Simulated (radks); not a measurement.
The numbers below are computed, except where a source is named.
Ionisation of Lu2+, [Xe] 4f14 6s1, to Lu3+, [Xe] 4f14, under several functionals. Scalar-relativistic Kohn-Sham, spin-polarised, spherical densities, finite nucleus; open shells are filled with parallel spins first (spin-orbit coupling, left out, can overturn this in heavy ions); a radial shooting solver on a logarithmic mesh with Libxc functionals.

functional,E(Lu2+) (hartree),Exc (hartree),IE (eV),-e(HOMO) (eV),<r> HOMO (bohr),IE error (eV)
exchange-only r2SCAN,-14558.1093,-295.9697,20.237,17.550,3.134,-0.722
AM05,-14552.2862,-291.2098,21.180,18.052,3.038,+0.221
PBE,-14560.7614,-299.6777,21.295,18.005,3.050,+0.335
TASK exchange with Perdew-Wang LDA correlation,-14560.2560,-297.7499,19.751,18.003,3.116,-1.208
exchange-only B88,-14557.9245,-296.7910,20.822,17.612,3.079,-0.138
B86b exchange with PBE correlation,-14561.9161,-300.8351,21.311,18.042,3.047,+0.352
BP86,-14562.6258,-301.5435,21.297,18.212,3.033,+0.338
Wu-Cohen GGA,-14559.6794,-298.5929,21.217,18.093,3.035,+0.258
"LDA (Slater exchange, VWN5 correlation)",-14551.9578,-290.8736,21.536,18.305,3.023,+0.576
SOGGA,-14555.7629,-294.6696,21.120,17.935,3.046,+0.161
exchange-only PBE,-14556.6404,-295.4990,20.950,17.580,3.089,-0.010

NIST Atomic Spectra Database: 20.959 eV (measured). Closest: exchange-only PBE. The Delta-SCF values span 1.78 eV, the total energies 10.67 hartree. The highest occupied level is 6s.
